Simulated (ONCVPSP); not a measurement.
# Configuration tests for Ru (Z = 44) (ONCV)

ONCVPSP 4.0.1 input, shortened (lines: element, Z, core and valence counts, functional; n l f; lmax; l rc ep ncon nbas qcut; lloc lpopt rc5 dvloc0; l nproj debl; icmod fcfact rcfact), LDA (Perdew-Zunger), scalar-relativistic:

```
  Ru 44.00    6    3        3      upf
    1    0    2.00
    2    0    2.00
    2    1    6.00
    3    0    2.00
    3    1    6.00
    3    2   10.00
    4    0    2.00
    4    1    6.00
    4    2    7.00
    2
    0    1.45    0.00    4    8   10.00
    1    1.70    0.00    3    6    7.00
    2    1.80    0.00    4    9    8.30
    4    5    1.10    0.00
    0    2    2.00
    1    1    2.20
    2    3    1.60
    1    0.60    0.00
```

In the s channel the program set the typed energies aside and used -3.084, 0.250 Ha.

Energies are relative to the spin-unpolarised reference configuration 4s2 4p6 4d7; without spin polarisation the order of configurations can differ from experiment.

```tsv
valence configuration	charge	ΔE all-electron (eV)	error AE − PS (meV)
4s2 4p6 4d5	+3	49.286	+11
4s2 4p6 4d6 5s1 5p1	0	-1.955	+98
```

Problem. What are ΔE and the potential's error for 4s2 4p6 4d7 5s1?

Solution. ΔE = -7.613 eV all-electron; the error (AE − PS) is +1.5 meV.

Problem. What are ΔE and the potential's error for 4s2 4p6 4d6?

Solution. ΔE = 18.437 eV all-electron; the error (AE − PS) is +0.5 meV.

Levels in the configuration 4s2 4p6 4d6 5s1 5p1:

```csv
level,all-electron (eV),pseudo (eV)
4s,-81.248,-81.100
4p,-51.195,-51.060
4d,-9.286,-9.183
5s,-6.423,-6.360
5p,-2.259,-2.305
```
